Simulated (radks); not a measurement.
Results of a calculation; reference values are marked as such.
Problem. Species: Er XLV. Configuration: [Ar] 3d6 (the NIST ground configuration). Code: a radial shooting solver on a logarithmic mesh with Libxc functionals. Model: Dirac Kohn-Sham, BLYP, spin-unpolarised, spherical densities, finite nucleus; open shells are shared between the two j in proportion to 2j + 1; Fermi nuclear charge, rms radius 5.2516 fm. Some entries of the table are withheld. Estimate them.

| orbital | occ. | eigenvalue (eV) | <r^2> (bohr^2) |
|---|---|---|---|
| 1s1/2 | 2 | -59737.18 | (1) |
| 2s1/2 | 2 | -11999.79 | 0.008688 |
| 2p1/2 | 2 | (2) | (3) |
| 2p3/2 | 4 | (4) | (5) |
| 3s1/2 | 2 | -4300.336 | 0.05323 |
| 3p1/2 | 2 | -4119.152 | 0.04861 |
| 3p3/2 | 4 | -3903.685 | 0.05419 |
| 3d3/2 | 2.4 | -3614.680 | 0.04123 |
| 3d5/2 | 3.6 | -3565.539 | 0.04272 |

Solution. 
(1) 1s1/2 <r^2> (bohr^2): 0.0005678
(2) 2p1/2 eigenvalue (eV): -11561.31
(3) 2p1/2 <r^2> (bohr^2): 0.006259
(4) 2p3/2 eigenvalue (eV): -10635.75
(5) 2p3/2 <r^2> (bohr^2): 0.007449
